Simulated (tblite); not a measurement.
Q: Give a GFN2-xTB geometry of `C#CC1=CSC[C@@H]1[CH2]` [radical]. (Doublet state.)

A: 
```xyz
15
C7H7S angstrom
C      2.9004   -0.9802    0.2523
C      1.8649   -0.3723    0.1876
C      0.6458    0.3072    0.0610
C      0.4054    1.5550    0.5035
S     -1.1774    2.1736    0.1512
C     -1.5782    0.7088   -0.8795
C     -0.5768   -0.3886   -0.5273
C     -0.9770   -1.2180    0.6246
H      3.8101   -1.4965    0.3257
H      1.0911    2.1898    1.0323
H     -1.4937    1.0173   -1.9219
H     -2.6043    0.4144   -0.6710
H     -0.3199   -0.9916   -1.4021
H     -1.5308   -0.7700    1.4282
H     -0.4641   -2.1410    0.8135
```

Any rigid rotation of these coordinates is as good. Atoms count from 1 in this order. C4 (carbon bonded to C, S and H) is planar (angles 126.6°, 118.1° and 115.3°, sum 360.0°, 0.00 Å off the plane of its three neighbours). Of the pairs four or more bonds apart, C2···H15 is among the closest relative to their van der Waals radii: 2.99 Å, 103 % of the sum of Bondi's values. C8 (carbon bonded to C and 2 H) is almost planar (angles 119.5°, 119.3° and 118.3°, sum 357.1°, 0.12 Å off the plane of its three neighbours). S5 (sulfur bonded to 2 C) is bent (angle 91.6°).

Bonds between heavy atoms (Å): C1≡C2 1.202, C2–C3 1.401, C3=C4 1.346, C4–S5 1.736, S5–C6 1.835, C6–C7 1.527, C7–C8 1.475, C3–C7 1.525.

The geometry is computed with GFN2-xTB (gas phase). This method treats the open shell by occupation alone, without spin polarisation.

Point group: C1 (no symmetry element, even within 0.4 Å). Its GFN2-xTB frequencies are all real (lowest 89 cm⁻¹). Torsions: C6–C7–C8–H -33° and 166°, C3–C4–S5–C6 -7°, C4–S5–C6–C7 17°, S5–C6–C7–C8 87°, C2–C3–C7–C6 -164°.

One conformer stands for the species.
